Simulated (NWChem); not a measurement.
System: C$_{2}$HF$_{3}$; SMILES FC(=CF)F

The following NWChem deck was run.

```
start job
memory heap 200 mb stack 900 mb global 1100 mb
geometry units angstroms noautosym nocenter noautoz
  F      0.077472    -1.879090     0.000000
  C     -0.628297    -0.754922     0.000000
  C     -0.030783     0.432853     0.000000
  F      1.261861     0.620864     0.000000
  F     -0.696918     1.560862     0.000000
  H     -1.713533    -0.858186     0.000000
end
basis spherical
  * library 6-31g*
end
dft
  xc xpbe96 cpbe96
  iterations 150
end
cosmo
  do_cosmo_smd true
  solvent ether
end
task dft energy
```

Coordinates come from a PBE0/def2-SVP optimisation. Solvent: diethyl ether.

Level: PBE/6-31G* with SMD (1 M gas to 1 M solution), gas-phase geometry.

### Question
Give the results of this calculation. (PBE/6-31G* (spherical d), SMD on the gas-phase geometry.) Quantities: solvation free energy (kcal/mol); cavity-dispersion-structure term (kcal/mol); dipole in solution (D).

### Answer
The solvation free energy (kcal/mol) comes out as 0.0. The cavity-dispersion-structure term (kcal/mol) is 1.2 and the dipole in solution (D) is 1.13.
